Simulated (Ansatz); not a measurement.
C31H19F3OSe4 (relaxed from a model of COc1ccc(-c2ccc(-c3ccc(-c4ccc(-c5ccc(-c6ccc(C(F)=C(F)F)cc6)[se]5)[se]4)[se]3)[se]2)cc1, whose bonding it doesn't keep). The state is a singlet with charge 0. Geometry PBE-D4/def2-SVP; atoms count from 1.

Cartesian coordinates in Å:
```
C -9.082 -7.777 6.660
O -9.084 -6.368 6.514
C -8.048 -5.783 5.860
C -8.101 -4.375 5.745
C -7.089 -3.681 5.090
C -5.973 -4.356 4.523
C -4.918 -3.612 3.847
C -4.668 -2.239 3.883
C -3.573 -1.785 3.115
C -2.866 -2.764 2.412
C -1.722 -2.612 1.569
C -1.018 -3.625 0.888
C 0.122 -3.226 0.186
C 0.454 -1.846 0.185
C 1.569 -1.297 -0.416
C 0.526 1.556 -0.693
C 0.612 2.939 -0.948
C 1.711 3.746 -1.020
C 2.870 4.111 -1.577
C 3.970 4.846 -1.023
C 5.060 5.077 -1.849
C 4.950 4.641 -3.197
C 5.866 4.958 -4.274
C 7.069 5.680 -4.036
C 7.948 5.989 -5.069
C 7.676 5.601 -6.406
C 8.639 5.960 -7.437
F 9.736 6.635 -7.021
C 8.589 5.717 -8.775
F 9.531 6.099 -9.617
F 7.604 5.075 -9.385
C 6.478 4.879 -6.656
C 5.610 4.565 -5.617
Se 3.377 3.650 -3.456
Se 2.029 0.406 -0.733
Se -0.929 -0.926 1.267
Se -3.657 -4.466 2.725
C -5.940 -5.764 4.650
C -6.954 -6.476 5.301
H -10.001 -8.034 7.220
H -9.101 -8.296 5.676
H -8.198 -8.133 7.235
H -8.965 -3.850 6.178
H -7.169 -2.588 4.997
H -5.277 -1.556 4.491
H -3.278 -0.725 3.072
H -1.335 -4.677 0.945
H 0.777 -3.928 -0.349
H -0.458 1.107 -0.490
H -0.366 3.464 -0.932
H 3.910 5.206 0.013
H 5.934 5.644 -1.500
H 7.322 6.004 -3.017
H 8.870 6.546 -4.851
H 6.228 4.556 -7.675
H 4.693 4.000 -5.845
H -5.084 -6.325 4.242
H -6.877 -7.569 5.375
```

Single mean-field runs in def2-SVP are fitted with def2-universal-jkfit. A triplet lies near this restricted singlet, and broken spin symmetry wasn't tried. At PBE0-D4/def2-SVP a triplet of charge 0 lies 0.42 eV below the restricted singlet at the same geometry.

(1) Estimate the Mulliken populations of the heavy atoms from the PBE0/def2-SVP orbitals of Ansatz.

(2) And the Mayer bond orders between heavy atoms (over 0.3, the first 40 of 43)?

Answers

(1) 
```
atom  charge (e)
  C1        0.09
  O2       -0.34
  C3        0.21
  C4       -0.04
  C5       -0.03
  C6        0.06
  C7       -0.14
  C8       -0.03
  C9       -0.02
 C10       -0.13
 C11       -0.10
 C12       -0.04
 C13        0.07
 C14       -0.17
 C15       -0.24
 C16       -0.25
 C17       -0.07
 C18       -0.04
 C19       -0.20
 C20        0.07
 C21       -0.03
 C22       -0.14
 C23        0.07
 C24       -0.02
 C25       -0.02
 C26       -0.04
 C27        0.18
 F28       -0.21
 C29        0.36
 F30       -0.15
 F31       -0.16
 C32       -0.02
 C33       -0.04
Se34        0.24
Se35        0.24
Se36        0.17
Se37        0.22
 C38       -0.05
 C39       -0.10
```
Mulliken values depend strongly on the basis.

(2) C1–O2 0.94 (1.42 Å); O2–C3 1.12 (1.36 Å); C3–C4 1.33 (1.41 Å); C3–C39 1.30 (1.41 Å); C4–C5 1.44 (1.39 Å); C5–C6 1.32 (1.42 Å); C6–C7 1.10 (1.46 Å); C6–C38 1.35 (1.41 Å); C7–C8 1.50 (1.40 Å); C7–Se37 1.12 (1.89 Å); C8–C9 1.31 (1.41 Å); C9–C10 1.46 (1.40 Å); C10–C11 1.24 (1.43 Å); C10–Se37 1.08 (1.90 Å); C11–C12 1.38 (1.41 Å); C11–Se36 1.14 (1.89 Å); C12–C13 1.38 (1.40 Å); C13–C14 1.34 (1.42 Å); C14–C15 1.51 (1.38 Å); C14–Se36 0.92 (1.98 Å); C15–Se35 1.40 (1.79 Å); C16–C17 1.49 (1.41 Å); C16–Se35 1.01 (1.89 Å); C17–C18 1.46 (1.37 Å); C18–C19 1.75 (1.34 Å); C19–C20 1.20 (1.43 Å); C19–Se34 0.86 (2.00 Å); C20–C21 1.46 (1.39 Å); C21–C22 1.32 (1.42 Å); C22–C23 1.14 (1.45 Å); C22–Se34 1.20 (1.88 Å); C23–C24 1.32 (1.42 Å); C23–C33 1.30 (1.42 Å); C24–C25 1.44 (1.39 Å); C25–C26 1.33 (1.42 Å); C26–C27 1.06 (1.46 Å); C26–C32 1.31 (1.42 Å); C27–F28 1.04 (1.35 Å); C27–C29 1.60 (1.36 Å); C29–F30 1.14 (1.32 Å).
